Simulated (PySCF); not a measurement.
A PySCF script (with the pyscf-properties extension) for the NMR shieldings of SMILES FC(F)C1=CCCC[SiH+]1, [C₆H₉F₂Si]+, on a GFN2-xTB geometry:

```python
import basis_set_exchange as bse
import numpy as np
from pyscf import gto, dft
from pyscf.prop import nmr

atoms = """
F     2.790438    1.712753    0.288690
C     2.596588    0.368219    0.233906
F     2.992700   -0.113844    1.432380
C     1.116495    0.128491    0.054157
C     0.630574   -1.004245   -0.483087
C    -0.803993   -1.344988   -0.649634
C    -1.783716   -0.171635   -0.659507
C    -1.738575    0.701268    0.616749
Si   -0.001161    1.417820    0.807615
H     3.243816   -0.055572   -0.545173
H     1.327085   -1.764763   -0.816599
H    -0.921044   -1.910620   -1.576806
H    -1.060933   -2.041532    0.157799
H    -2.792781   -0.571095   -0.763431
H    -1.586761    0.448983   -1.535474
H    -2.509330    1.471810    0.548722
H    -2.000021    0.085869    1.483773
H     0.491859    2.649399    1.394263
"""
names = dict.fromkeys(["F", "C", "Si", "H"], "pcSseg-1")
basis = {el: gto.basis.parse(bse.get_basis(n, elements=[el], fmt="nwchem")) for el, n in names.items()}
mol = gto.M(atom=atoms, basis=basis, charge=1, verbose=0)
mf = dft.RKS(mol, xc="PBE0")
mf.grids.level = 2
mf.grids.alignment = dft.numint.BLKSIZE   # the property module wants whole blocks of grid points
mf.conv_tol = 1e-9
mf.kernel()

calc = nmr.RKS(mf)   # GIAO
C = mf.mo_coeff
Co = C[:, mf.mo_occ > 0]
resp = mf.gen_response(singlet=True, hermi=2)
def vind(x):   # induced exchange potential for any number of trial vectors
    d = np.einsum("pi,xij,qj->xpq", C, 2 * x.reshape(-1, C.shape[1], Co.shape[1]), Co, optimize=True)
    return np.einsum("xpq,pi,qj->xij", resp(d - d.transpose(0, 2, 1)), C, Co, optimize=True).ravel()
mo1, _ = nmr.rhf.solve_mo1(calc, with_cphf=vind)
sigma = calc.kernel(mo1)
for i, s in enumerate(sigma):   # ppm
    w = np.linalg.eigvalsh((s + s.T) / 2)
    print("%2d %-2s iso %8.1f  s11 %8.1f  s22 %8.1f  s33 %8.1f" % (i, mol.atom_pure_symbol(i), w.mean(), *w))
```

Problem. Give the expected output.

Solution. 
```
 0 F  iso    297.1  s11    199.3  s22    338.9  s33    353.2
 1 C  iso     67.9  s11     52.9  s22     68.4  s33     82.3
 2 F  iso    268.6  s11    173.1  s22    288.7  s33    344.0
 3 C  iso     28.3  s11    -47.9  s22     -3.6  s33    136.5
 4 C  iso     -5.4  s11   -140.2  s22    -35.0  s33    159.0
 5 C  iso    152.8  s11    136.8  s22    154.8  s33    166.8
 6 C  iso    159.5  s11    140.0  s22    163.1  s33    175.4
 7 C  iso    157.2  s11    131.6  s22    165.9  s33    174.1
 8 Si iso     34.9  s11   -207.5  s22    -32.6  s33    344.7
 9 H  iso     25.0  s11     22.8  s22     23.7  s33     28.4
10 H  iso     22.6  s11     18.5  s22     21.8  s33     27.5
11 H  iso     28.3  s11     23.5  s22     26.6  s33     34.9
12 H  iso     28.5  s11     25.1  s22     26.7  s33     33.9
13 H  iso     28.9  s11     23.0  s22     27.3  s33     36.4
14 H  iso     29.4  s11     25.4  s22     28.1  s33     34.5
15 H  iso     28.8  s11     24.0  s22     26.8  s33     35.5
16 H  iso     29.3  s11     25.3  s22     27.4  s33     35.3
17 H  iso     22.8  s11     20.7  s22     22.7  s33     24.9
```

These numbers come from an equivalent density-fitted implementation of the same equations, which agrees with the script to about 0.01 ppm for H and up to a few tenths of a ppm for heavy atoms, so last digits may differ.

Problem. Turn these shieldings into chemical shifts. δ = σ(ref) − σ, references computed at the same level: ¹⁹F (170.95 ppm) vs CFCl3; ¹³C (186.93 ppm) and ²⁹Si (349.16 ppm) and ¹H (31.72 ppm) against TMS.

Solution. Averaging equivalent atoms: F 0/2: -111.9; C 4: 192.3; C 3: 158.6; C 1: 119.1; C 5: 34.1; C 7: 29.7; C 6: 27.4; Si 8: 314.3; H 10: 9.10; H 17: 8.96; H 9: 6.71; H 11/12: 3.28; H 15/16: 2.66; H 13/14: 2.60 ppm. Unscaled 19F shifts against computed CFCl3 carry errors that often reach 10 to 50 ppm.

Size and cost of the density-fitted run: 205 basis functions, 40 s wall time on 1 thread of an Arm Neoverse V1, shared host; peak memory 0.98 GiB.
